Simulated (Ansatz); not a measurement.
Geometry optimisation, Ansatz 0.2.0, RHF/def2-SVP.

input.yaml

```yaml
crystal:
  periodic: [false, false, false]
  atoms:
    - { symbol: Zn, position_ang: [0.51581, -1.044796, 0.072] }
    - { symbol: H, position_ang: [0.497227, -0.004899, 1.209094] }
    - { symbol: Cl, position_ang: [0.584948, -2.545165, -1.451815] }
    - { symbol: H, position_ang: [-0.482857, 1.535508, 0.591091] }
    - { symbol: Cl, position_ang: [-1.115128, 2.059353, -0.42037] }
basis:
  gaussian: { orbitals: def2-SVP }
hamiltonian:
  xc: hf
relax:
  f_tol: 0.03
  max_steps: 50
```

Command:

```bash
$ ansatz run input.yaml --threads 1 --pin off --max-ram 2048MiB --backend cpu --events-out ev --progress --plain --runs-dir out
```

Where does it end, and by what steps?

The forces met the threshold. After 12 steps the energy has fallen by 0.158 eV; H2 moved furthest, 0.72 Å.

```tsv
step	energy less start (eV)	largest force component (eV/Å)	accepted
0	0.0000	0.705	yes
1	-0.0595	0.449	yes
2	-0.0614	1.009	yes
3	-0.0965	0.254	yes
4	-0.0973	0.329	yes
5	-0.0989	0.329	yes
6	-0.1040	0.791	yes
7	-0.1180	0.676	yes
8	-0.1445	0.442	yes
9	-0.1528	0.221	yes
10	-0.1555	0.255	yes
11	-0.1556	0.273	yes
12	-0.1585	0.009	yes
```

```xyz
5
Properties=species:S:1:pos:R:3
Zn 0.565 -1.035 0.211
H 0.872 -0.453 1.632
Cl 0.322 -2.125 -1.631
H -0.803 2.122 0.442
Cl -0.956 1.491 -0.654
```

Run time: 16 s on 1 thread of Arm Neoverse V1, on a shared host, peak memory 0.14 GiB.
